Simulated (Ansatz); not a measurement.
Input for Ansatz (a first-principles code): R-CCSD(T)/cc-pVTZ on CH5BOSe (SMILES COB[SeH]), a point of a torsion scan. The run froze 17 orbitals, filled d shells among them.

Ansatz 0.2 input:
```yaml
crystal:
  periodic: [false, false, false]
  atoms:
    - {symbol: C, position_ang: [-1.07730407, -0.58884918, 0.07709465]}
    - {symbol: O, position_ang: [-0.72297160, -0.88506965, -1.25178622]}
    - {symbol: B, position_ang: [0.43660951, -1.38660703, -1.64976812]}
    - {symbol: Se, position_ang: [0.55935898, -1.71564788, -3.54152824]}
    - {symbol: H, position_ang: [-0.19468767, -0.48497048, 0.71231168]}
    - {symbol: H, position_ang: [-1.71182833, -1.38964290, 0.46383479]}
    - {symbol: H, position_ang: [-1.64042944, 0.34602392, 0.07583908]}
    - {symbol: H, position_ang: [1.35387659, -1.62232794, -0.95445554]}
    - {symbol: H, position_ang: [-0.76607364, -1.27406302, -3.87034058]}
basis:
  gaussian:
    orbitals: cc-pVTZ
magnetization: {spin_polarized: false}
correlation: {method: ccsd_t, electrons: outside_noble_gas}
scf: {lower_state_search: off}
```

Output:

```
WARN ansatz: RAYON_NUM_THREADS=1 ignored (pool sized by the plan → 1); use --threads N
Functional definition: HF
these checks for a lower state are left out or cut short: stability, starts, cluster_reference, orbital_swaps, neighbouring_geometries, increment
integrals: 0.85 GiB planned
1198 factors; integrals over basis functions are off by at most 1.1e-3 eV
mean field: 0.65 GiB planned
mean field evaluation 1: about -69123.1917 eV, gradient 3.0e1 eV
mean field evaluation 2: about -69123.3808 eV, gradient 3.1e1 eV
mean field evaluation 4: about -69125.6789 eV, gradient 4.1e0 eV
mean field evaluation 8: about -69125.7325 eV, gradient 2.3e-1 eV
mean field -69125.73278759 eV, -2540.3238248392 hartree, gradient 1.8e-6 eV, S^2 0.000000; 0 other end points of the search recorded, 0 dependent functions left out
17 core orbitals not correlated
reference -69125.73278759 eV, -2540.3238248392 hartree; 12, 12 occupied and 174, 174 virtual orbitals, 1198 factors
second order -18.14305388 eV of doubles, -0.00000000 eV of singles
coupled cluster: 2.25 GiB planned
cycle   1  -18.65164159 eV  change   -5.1e-1 eV  update   9.6e-2
cycle   2  -19.11624338 eV  change   -4.6e-1 eV  update   2.8e-2
cycle   3  -19.21789328 eV  change   -1.0e-1 eV  update   1.6e-2
cycle   4  -19.20683762 eV  change    1.1e-2 eV  update   4.3e-3
cycle   5  -19.20578501 eV  change    1.1e-3 eV  update   1.9e-3
cycle   6  -19.20607196 eV  change   -2.9e-4 eV  update   5.5e-4
cycle   7  -19.20571317 eV  change    3.6e-4 eV  update   1.6e-4
cycle   8  -19.20573548 eV  change   -2.2e-5 eV  update   4.5e-5
cycle   9  -19.20574924 eV  change   -1.4e-5 eV  update   1.3e-5
perturbative correction -0.75729021 eV, -0.0278299021 hartree
Total energy: -69145.69582704 eV, -2541.0574530076 hartree
Checks for a lower state left out: stability, starts, cluster_reference, orbital_swaps, neighbouring_geometries, increment
```

Self-consistency was reached.

Cost: around 2.1 core-minutes (rough).
